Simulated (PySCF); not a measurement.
**Sm²⁺: script and output**

File input.py (PySCF 2.14):

```python
from pyscf import gto, scf

mol = gto.M(
    atom='Sm 0 0 0',
    basis='cc-pvdz-dk',
    charge=2,
    spin=6,
    symmetry=True,
    verbose=3,
)
mf = scf.ROHF(mol)
mf = mf.sfx2c1e()
mf.kernel()
mf.dip_moment()
print('orbital energies (hartree):', mf.mo_energy[..., max(0, mol.nelec[1]-3):mol.nelec[0]+3].round(4))
```

```bash
$ python input.py
```

Output:

```
converged SCF energy = -10422.3390351975
Dipole moment(X, Y, Z, Debye):  0.00000,  0.00000,  0.00000
orbital energies (hartree): [-1.5502 -1.5427 -1.5131 -0.3993 -0.3725 -0.3725 -0.3622 -0.3489 -0.3489
 -0.3747 -0.3163 -0.3147]
```

In short: E(SCF) = -10422.339035 Eh.

Wall time 16 s on one thread of a shared host.

No search for the lowest solution was made, and open d or f shells often end in a higher one.
